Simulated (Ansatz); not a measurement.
One change: `CC(=N)O[SiH2]O` becomes `COC(C)=N`.

Ansatz, PBE0-D4/def2-TZVP geometries, multiplicity 1. Each molecule was computed in one conformer, which needn't be the lowest.

```tsv
property	`CC(=N)O[SiH2]O`
HOMO energy (PBE0/def2-TZVPP) / eV	-8.30
HOMO energy (ωB97M-V/def2-TZVPP) / eV	-10.64
HOMO–LUMO gap (PBE0/def2-TZVPP) / eV	8.38
HOMO–LUMO gap (B3LYP/def2-TZVPP) / eV	7.87
HOMO energy (B3LYP/def2-TZVPP) / eV	-8.07
size of the dipole moment (PBE/def2-TZVPP) / D	3.09
```

Q: What does the change do to each property? (Estimate.)

A: Computed: 
```csv
property,`COC(C)=N`,shift
HOMO energy (PBE0/def2-TZVPP) / eV,-7.68,0.62
HOMO energy (ωB97M-V/def2-TZVPP) / eV,-10.00,0.64
HOMO–LUMO gap (PBE0/def2-TZVPP) / eV,8.54,0.16
HOMO–LUMO gap (B3LYP/def2-TZVPP) / eV,8.03,0.16
HOMO energy (B3LYP/def2-TZVPP) / eV,-7.45,0.62
size of the dipole moment (PBE/def2-TZVPP) / D,1.24,-1.85
```

With PBE0 the HOMO rises by 0.62 eV and the LUMO rises by 0.80 eV, so the gap widens by about 0.18 eV. PBE moves the HOMO by 0.59 eV and ωB97M-V by 0.64 eV. Dipoles are sizes alone; their direction can turn.

B3LYP here is the variant with VWN-RPA as its local correlation; programs differ in this.
